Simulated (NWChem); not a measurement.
System: C₂H₅NOSi; SMILES C[SiH2]OC#N

```xyz
10

C     -1.2244    -1.5682     0.1599
Si     0.5188    -1.0370    -0.1977
O      0.7532     0.5674     0.4053
C      0.0617     1.5886     0.0752
N     -0.5587     2.5299    -0.2086
H     -1.9453    -0.8950    -0.3297
H     -1.4249    -1.5674     1.2418
H     -1.3952    -2.5870    -0.2229
H      1.5473    -1.8085     0.5421
H      0.8165    -0.9951    -1.6557
```
Atoms are numbered in this order, from 1.

All runs: NWChem. The geometry was optimised at PBE0/def2-SVP. Vertical excitations in the gas phase.

Estimate the computed values for Hartree-Fock/def2-SVP, CIS. Quantities: lowest excitation, singlet (eV); oscillator strength of that lowest state; orbital gap (eV).


```
Property                                  Result
----------------------------------------  ------
lowest excitation, singlet (eV)             7.82
oscillator strength of that lowest state   0.000
orbital gap (eV)                           15.33
```
